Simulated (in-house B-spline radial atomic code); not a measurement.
**RPA and G0W0 on B3LYP (VWN-RPA): N4+**

Configuration [He] 2s1, highest spin, mean-field start B3LYP (VWN-RPA). Computed with a B-spline radial code for spherical atoms: all electrons, scalar-relativistic (spin-free one-electron X2C), finite nucleus, each spin shell either full or empty, empty states to l = 9 with an (l + 1/2)⁻⁴ tail; G0W0 by contour deformation at full frequency.

RPA overbinds a lone outer s electron by self-correlation, and G0W0 tends to as well.

Command:
```bash
python run_gw.py task.json out
```
Settings (radii: box in bohr, nucleus in fm):
```
Z                        7
electrons                3
configuration            [He] 2s1
hamiltonian              x2c
method                   b3lyp
lmax                     9
rms_radius               2.5582
spin_polarised           True
box_radius               11.96
intervals                70
ion_configuration        1s2
```

Cost of the run: 2.4 s on 1 thread of Arm Neoverse N1, with other jobs on the host.

Energies (hartree):

```
                                     term      value
                         mean-field total  -48.40653
Hartree-Fock functional on these orbitals  -48.35384
                      direct second order   -0.15413
                    second-order exchange    0.10271
                         SOSEX correction    0.08869
```

What is the RPA correlation energy, and what remains with SOSEX?

RPA gives -0.13777 hartree (-1.25 eV per electron); RPA + SOSEX gives -0.049076, and the second-order doubles -0.051415 hartree (no singles). SOSEX takes back 64 % of the RPA value.

Quasi-particle levels (eV):

| level | occupied | mean field | Σx - vxc | Σc | QP weight | G0W0 |
| --- | --- | --- | --- | --- | --- | --- |
| 2s up | yes | -91.37 | -6.42 | ? | ? | ? |
| 1s down | yes | -487.88 | -32.02 | 3.44 | 0.932 | -516.46 |
| 1s up | yes | -489.41 | -33.53 | 3.75 | 0.909 | -519.19 |
| 2s down | no | -82.48 | 8.01 | -3.13 | 0.905 | -77.60 |

G0W0 = mean field + (Σx - vxc) + Σc, with Σc (partial-wave tail included) taken at the quasi-particle energy.

Where does G0W0 put 2s up?

At -99.36 eV, with Σc = -1.56 eV and a quasi-particle weight of 0.962. The tabulated removal energy is 97.890 eV (NIST, measured).

What does it cost to remove one electron (to 1s2) by differences of total energies, each species on its own start (correlation terms add to the Hartree-Fock functional)?

B3LYP (VWN-RPA) 98.69 eV, Hartree-Fock functional 97.76 eV, + RPA 99.07 eV, + RPA + SOSEX 97.87 eV, + second order 97.89 eV. Tabulated: 97.890 eV (NIST, measured).
